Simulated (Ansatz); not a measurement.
Basis-set series for `N#Cc1ccncc1`. Charge 0, multiplicity 1. All single points use the PBE0-D4/def2-TZVP geometry.

| functional | basis | functions | energy (Eh) | HOMO (eV) | LUMO (eV) |
| --- | --- | --- | --- | --- | --- |
| PBE0-D4 | def2-SVP | 132 | -339.88457 | -7.98 | -2.09 |
| PBE0-D4 | def2-QZVPP | 576 | -340.27267 | -8.16 | -2.24 |
| ωB97M-V | def2-SVP | 132 | -340.15232 | -10.36 | 0.03 |
| ωB97M-V | def2-QZVPP | 576 | -340.55282 | -10.52 | -0.19 |

Question: Give the rows for def2-TZVPP. (Estimate.)

Answer: The calculation gave: 
| functional | basis | functions | energy (Eh) | HOMO (eV) | LUMO (eV) |
| --- | --- | --- | --- | --- | --- |
| PBE0-D4 | def2-TZVPP | 304 | -340.25545 | -8.14 | -2.21 |
| ωB97M-V | def2-TZVPP | 304 | -340.53704 | -10.51 | -0.14 |

Results of the Gaussian-basis code of Ansatz.
